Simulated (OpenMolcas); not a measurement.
## Ionisation energies of aluminium

| Property | Result |
| --- | --- |
| Program | OpenMolcas |
| Basis | ANO-R3 [6s5p4d2f1g] |
| Scalar Hamiltonian | X2C, finite nucleus |
| Spin-orbit coupling | state interaction with AMFI integrals over the reference wave functions, term energies averaged over their components |

Active shells in each charge state: the valence s, p shells, with orbitals averaged over the low states. Where CASPT2's correlated closed shells are named, they are those of the first ion.

A. CASSCF
B. SS-CASPT2, IPEA 0.25 Eh, imaginary shift 0.1 Eh (closed shells correlated: 2s 2p)
C. SS-CASPT2, IPEA 0.25 Eh, imaginary shift 0.1 Eh (closed shells correlated: none)
D. SS-CASPT2, IPEA 0 Eh, imaginary shift 0.1 Eh (closed shells correlated: 2s 2p)

Energies in eV between the lowest computed levels (charge -1 gives the electron affinity), named as in B; reference values from the NIST Atomic Spectra Database with their kind.

```json
{"From": "Al- 3s2 3p2 3P0", "To": "Al 3s2 3p 2P* 1/2", "A": "-0.475", "B": "-0.017", "C": "-0.013", "D": "0.104", "Spin-orbit share in B": "-0.003", "Reference": ""}
{"From": "Al 3s2 3p 2P* 1/2", "To": "Al+ 3s2 1S0", "A": "4.976", "B": "5.704", "C": "5.671", "D": "5.856", "Spin-orbit share in B": "+0.009", "Reference": "5.986 (measured)"}
{"From": "Al+ 3s2 1S0", "To": "Al2+ 3s 2S 1/2", "A": "18.559", "B": "18.746", "C": "18.621", "D": "18.747", "Spin-orbit share in B": "+0.000", "Reference": "18.829 (measured)"}
{"From": "Al2+ 3s 2S 1/2", "To": "Al3+ 2p6 1S0", "A": "28.082", "B": "28.381", "C": "28.082", "D": "28.388", "Spin-orbit share in B": "+0.000", "Reference": "28.448 (measured)"}
```

Error against the reference values, in %:

```csv
From,Reference,A,B,C,D
Al,measured,-16.9,-4.7,-5.3,-2.2
Al+,measured,-1.4,-0.4,-1.1,-0.4
Al2+,measured,-1.3,-0.2,-1.3,-0.2
```

Mean absolute error over the 3 measured values: A 0.55 eV, B 0.14 eV, C 0.30 eV, D 0.09 eV. D lies closest.

No diffuse functions were added, so the electron affinity comes out too small, and without dynamic correlation a bound anion can come out unbound.

* marks odd parity.
